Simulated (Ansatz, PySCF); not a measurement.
Molecule: CaCl2, charge 0, multiplicity 1. SMILES: [Ca]([Cl])[Cl]
Geometry from a B3LYP-D3(BJ)/def2-TZVP (Ansatz, a first-principles code) optimisation:
```
Ca
Cl 1 2.4696
Cl 1 2.4696 2 180.00
```

Property: vertical ionisation energy (to the doublet state of charge +1; each state is the SCF solution reached for its spin), in eV. Valence correlation only, unless marked. Open shells are spin-unrestricted. Spin-orbit coupling is left out. Frozen are the shells of the preceding noble gas and the d and f shells that filled before the atom's block. The outer core of K, Ca and their heavier congeners is not correlated, a term that matters for these elements. Non-relativistic. 

```
level               program  vertical ionisation energy (eV)
------------------  -------  -------------------------------
SVWN5/def2-TZVPD     Ansatz                            10.09
PBE/def2-TZVPD       Ansatz                             9.88
BHLYP/def2-TZVPD     Ansatz                            10.61
wB97M-V/def2-TZVPD   Ansatz                            10.90
wB97X-V/def2-TZVPD   Ansatz                            10.95
CCSD(T)/def2-SVPD    Ansatz                            10.83
```

For comparison, minus the highest occupied orbital energy (PySCF): 7.18 eV at M06-L/def2-TZVPD, 9.05 eV at MN15/def2-TZVPD, 9.61 eV at M06-2X/def2-TZVPD.
